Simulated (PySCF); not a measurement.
## What the settings do

Molecule: `InChI=1S/C6H7NS/c7-5-3-1-2-4-6(5)8/h1-4,8H,7H2`; geometry GFN2-xTB.

Bonds (- single, = double, # triple, : aromatic): N1-C2 1.381 Å, C2:C3 1.394 Å, C3:C4 1.381 Å, C4:C5 1.385 Å, C5:C6 1.383 Å, C6:C7 1.382 Å, C7-S8 1.787 Å, C7:C2 1.400 Å. N1 carries H9, H10; C3 carries H11; C4 carries H12; C5 carries H13; C6 carries H14; S8 carries H15.

All runs: PySCF 2.14.0 with density-fitted response routines, non-relativistic, gas phase unless a solvent (IEF-PCM) is named; grid level 2, GIAOs and SCF threshold 1e-9 unless changed. The yardstick, PBE0/pcSseg-1, gives these isotropic shieldings σ (ppm, equivalent atoms averaged): N1 186.1, C5 63.9, S8 580.9, H14 23.98, H12 24.35, H13 24.78, H9/H10 28.04.

Task: What do these inputs give? (1) solvent chloroform; PBE0/6-311G**; aux def2-universal-jkfit; (2) PBE0/def2-SVPD; grid level 3

Result: 
```tsv
run	outcome	functions	wall time	N1	C5	S8	H14	H12	H13	H9/H10
1	converged	194	29 s	190.6	69.4	591.9	24.27	24.55	25.09	28.13
2	converged	223	42 s	199.6	79.3	645.3	24.19	24.53	24.98	27.94
```

Times are on 1 thread of an Intel Xeon Platinum 8488C, shared host.

Task: Comment on the technical settings.

Result: 
- Run 1: The orbital basis and medium differ from the yardstick's, which in itself moves the values. The other auxiliary basis adds little: it changes only the density-fitting error.
